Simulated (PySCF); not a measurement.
[PySCF 2.14.0 with density-fitted response routines: geometry from GFN2-xTB; NMR shieldings at PBE0/pcSseg-1/GIAO; one computed conformer; relativity neglected; equivalent nuclei averaged; no solvent model]

Referencing at the same level of theory: ¹H (σref 31.72) and ¹³C (σref 186.93) against TMS. Shifts are as computed. Against solution values, carbons near 30 ppm lie about +3 ppm off and those near 130 ppm about +5 ppm; carbons on Cl a further +6 ppm. Of 1211 compounds with measured shifts, 218 miss one by over three times the rms of a fit or turn the order of signals round; such compounds aren't used in these exercises. Carbons bonded to Cl come out too deshielded. OH and NH positions are gas-phase values without hydrogen bonding to other molecules.

**Question.** Order these molecules by the shift of their most shielded carbon-bound hydrogen, lowest δ first.
A. CC#C[C@@]1([SiH3])C[C@H]1C(C)=O
B. C[SiH](C)n1cpc(F)n1
C. C=C(F)[Si]1(O)[SiH2]O[SiH2]1
D. CO[C@@H](C)[Si@@H](Cl)C(Cl)(Cl)Cl

**Answer.** B (0.55 ppm, hydrogen on a methyl carbon bonded to Si), A (0.93 ppm, hydrogen on a three-membered-ring carbon), D (1.45 ppm, hydrogen on a methyl carbon), C (5.60 ppm, hydrogen on a terminal =CH2 carbon).

**Question.** Order these molecules by the shift of their most shielded carbon, lowest δ first.
A. C=C(F)[Si]1(O)[SiH2]O[SiH2]1
B. C[SiH](C)n1cpc(F)n1
C. CO[C@@H](C)[Si@@H](Cl)C(Cl)(Cl)Cl
D. CN[Si@@H]1OCC[C@H](OC)O1
E. CC#C[C@@]1([SiH3])C[C@H]1C(C)=O

**Answer.** B (-0.8 ppm, methyl carbon bonded to Si), E (4.9 ppm, propargylic methyl carbon), C (16.1 ppm, methyl carbon), D (27.7 ppm, methyl carbon bonded to N), A (113.9 ppm, terminal =CH2 carbon).

**Question.** How many ¹³C and ¹H signals does each give (equivalence by symmetry and fast rotation, but not about amide C–N or C=N bonds)? `C=C(F)[Si]1(O)[SiH2]O[SiH2]1`, `CC#C[C@@]1([SiH3])C[C@H]1C(C)=O`, `C[SiH](C)n1cpc(F)n1`, `CN[Si@@H]1OCC[C@H](OC)O1`, `CO[C@@H](C)[Si@@H](Cl)C(Cl)(Cl)Cl`

**Answer.** C=C(F)[Si]1(O)[SiH2]O[SiH2]1: 2 C, 5 H; CC#C[C@@]1([SiH3])C[C@H]1C(C)=O: 8 C, 6 H; C[SiH](C)n1cpc(F)n1: 3 C, 3 H; CN[Si@@H]1OCC[C@H](OC)O1: 5 C, 9 H; CO[C@@H](C)[Si@@H](Cl)C(Cl)(Cl)Cl: 4 C, 4 H.
